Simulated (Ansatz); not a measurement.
Relaxation of F4H4NOTa (11 atoms, charge 0, multiplicity 1), to a largest force component of 0.03 eV/Å in at most 50 steps.

All numbers below come from RHF/def2-SVP in Ansatz.

```xyz
11
Properties=species:S:1:pos:R:3
Ta 0.011 0.175 0.090
O 1.967 0.156 0.145
H 2.524 0.462 0.849
F 0.034 0.716 1.901
F 0.095 -0.590 -1.621
F -0.686 1.780 -0.492
F -1.301 -1.068 0.549
N 1.407 -2.690 1.151
H 0.706 -3.097 0.557
H 1.017 -2.340 2.009
H 1.993 -1.999 0.665
```

Question: Where does it end, and by what steps?

Answer: It converged. After 22 steps the energy has fallen by 0.206 eV; H11 moved furthest, 0.91 Å.

```tsv
step	energy less start (eV)	largest force component (eV/Å)	accepted
0	0.0000	1.878	yes
1	-0.1180	0.526	yes
2	-0.1141	0.869	no
3	-0.1334	0.406	yes
4	-0.1467	0.238	yes
5	-0.1542	0.321	yes
6	-0.1566	0.286	yes
7	-0.1648	0.237	yes
8	-0.1714	0.273	yes
9	-0.1830	0.421	yes
10	-0.1898	0.281	yes
11	-0.1977	0.464	yes
12	-0.1406	2.401	no
13	-0.2036	0.063	yes
14	-0.1875	1.406	no
15	-0.2042	0.041	yes
16	-0.2047	0.201	yes
17	-0.2050	0.142	yes
18	-0.2053	0.034	yes
19	-0.2055	0.041	yes
20	-0.2056	0.048	yes
21	-0.2057	0.038	yes
22	-0.2059	0.011	yes
```

```xyz
11
Properties=species:S:1:pos:R:3
Ta -0.057 0.448 0.030
O 1.741 0.438 0.380
H 2.659 0.507 0.589
F -0.625 0.939 1.758
F 0.056 -0.055 -1.782
F -0.710 2.090 -0.556
F -0.961 -1.163 0.309
N 1.488 -3.165 1.347
H 0.507 -3.140 1.133
H 1.671 -2.492 2.070
H 1.999 -2.901 0.523
```

Whether the end is a true minimum wasn't checked by a vibrational analysis.

Run time: 32 s on 4 threads of Arm Neoverse V2, on a shared host, peak memory 0.38 GiB.
